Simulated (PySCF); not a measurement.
CH₆GeO, SMILES C[O][GeH3].

Coordinates come from a ωB97X-D3(BJ)/def2-SVP optimisation.

Level of theory: PBE0/def2-TZVPD in PySCF.

The molecule is in vacuum.

```
Item                                                                                                            Value
---------------------------------------------------------------------------------------------  ----------------------
total energy                                                                                      -2193.58652 hartree
point group                                                                                                        Cs
highest occupied level                                                                                       -7.79 eV
lowest empty level                                                                                           -0.02 eV
orbital gap                                                                                                   7.77 eV
dipole moment                                                                                                  1.12 D
quadrupole, principal values (traceless, Buckingham form, about the centre of nuclear charge)  -3.20, -0.88, 4.08 D·Å
mean static polarisability                                                                       50.2 bohr³ (7.44 Å³)
polarisability, principal values                                                               46.8, 46.8, 57.1 bohr³
```
